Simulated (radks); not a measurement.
Problem. Successive ionisation energies (eV) of one element, from differences of total energies of ions in their ground configurations, starting at charge 10: 284.13, 312.84, 341.49, 400.12, 433.01, 1134.5, 1222.9, 1310.7. Method: non-relativistic Kohn-Sham, TPSS, spin-polarised, spherical densities, point nucleus; open shells are filled with parallel spins first; meta-GGA in the generalised Kohn-Sham scheme; computed with a radial shooting solver on a logarithmic mesh with Libxc functionals. Which element is it?

Solution. Manganese (Z = 25). The first species listed is Mn10+ in [Ne] 3s2 3p3, the last Mn17+ in [He] 2s2 2p4.
